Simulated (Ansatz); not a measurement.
A run for Ansatz (a first-principles code): R-wB97X-V/def2-TZVPP on AlBrFH2N (SMILES [NH2][Al]([F])[Br]), a point of a torsion scan.

Ansatz 0.2 input:
```yaml
crystal:
  periodic: [false, false, false]
  atoms:
    - {symbol: N, position_ang: [-0.98394305, -0.16542129, 0.06704888]}
    - {symbol: Al, position_ang: [0.71547176, 0.05653475, -0.37622298]}
    - {symbol: F, position_ang: [1.83575402, -1.09121266, -0.00827412]}
    - {symbol: Br, position_ang: [1.43157743, 1.83217079, -1.55086520]}
    - {symbol: H, position_ang: [-1.54097987, -0.96042884, -0.21260993]}
    - {symbol: H, position_ang: [-1.61670000, 0.61056886, 0.21465470]}
basis:
  gaussian:
    orbitals: def2-TZVPP
hamiltonian:
  xc: {name: wB97X-V}
scf: {lower_state_search: off}
```

Program output:

```
WARN ansatz: RAYON_NUM_THREADS=1 ignored (pool sized by the plan → 1); use --threads N
Functional definition: wB97X-V
these checks for a lower state are left out or cut short: stability, starts, cluster_reference, orbital_swaps, neighbouring_geometries, increment
integrals: 0.14 GiB planned
1130 factors; their error is unknown
integrals: 0.17 GiB planned
213 factors; integrals over basis functions are off by at most 4.3e-5 eV
mean field: 1.12 GiB planned
mean field evaluation 1: about -80874.5476 eV, gradient 6.0e1 eV
mean field evaluation 2: about -80874.2637 eV, gradient 6.3e1 eV
mean field evaluation 4: about -80880.6640 eV, gradient 2.3e0 eV
mean field evaluation 8: about -80880.6739 eV, gradient 5.2e-2 eV
mean field evaluation 16: about -80880.9694 eV, gradient 6.6e-5 eV
mean field -80880.96943324 eV, -2972.3208035816 hartree, gradient 5.6e-6 eV, S^2 0.000000; 0 other end points of the search recorded, 0 dependent functions left out
reference -80880.96943139 eV, -2972.3208035135 hartree; 33, 33 occupied and 147, 147 virtual orbitals, 1130 factors
Total energy: -80880.96943139 eV, -2972.3208035135 hartree
Checks for a lower state left out: stability, starts, cluster_reference, orbital_swaps, neighbouring_geometries, increment
```

The calculation finished and met its thresholds.

Cost: very roughly 7 core-seconds.
